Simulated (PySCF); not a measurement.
A small calculation by hand: dipole moment from atomic charges

FGeH5Si, SMILES F[SiH2][GeH3]. Atoms are numbered in the order given.

```xyz
8

Si    -0.5374    -1.2289     0.0000
F      0.8324    -2.1216     0.0000
Ge     0.0655     1.0830     0.0000
H     -1.3205    -1.5849     1.2166
H     -1.3205    -1.5849    -1.2166
H     -1.2114     1.9515     0.0000
H      0.8945     1.4301     1.2529
H      0.8945     1.4301    -1.2529
```

Geometry: B3LYP-D3(BJ)/def2-SVP. The structure was generated by enumeration, and PubChem lists no compound with its InChIKey, so it may never have been made.

Charges (e) from PBE0/def2-TZVPD in PySCF:

| atom | ESP fit | IAO |
|---|---|---|
| Si1 | 0.418 | 0.842 |
| F2 | -0.252 | -0.545 |
| Ge3 | -0.030 | 0.156 |
| H4 | -0.065 | -0.130 |
| H5 | -0.065 | -0.130 |
| H6 | -0.014 | -0.068 |
| H7 | 0.003 | -0.063 |
| H8 | 0.003 | -0.063 |

The dipole moment of the full density is 1.37 D.

**Question.** What dipole moment does each set of point charges give, and which comes closer to that of the density?

**Answer.** 
μ = Σ q r, and 1 e Å = 4.8032 D.
ESP fit: Σ q r = (-0.242, 0.176, 0.000) e Å, |μ| = 1.44 D.
IAO: Σ q r = (-0.583, 0.390, 0.000) e Å, |μ| = 3.37 D.
ESP fit comes closer in size. Point charges leave out the atoms' own dipoles (lone pairs, polarised bonds); fits to the potential absorb them, partitions of the density don't.
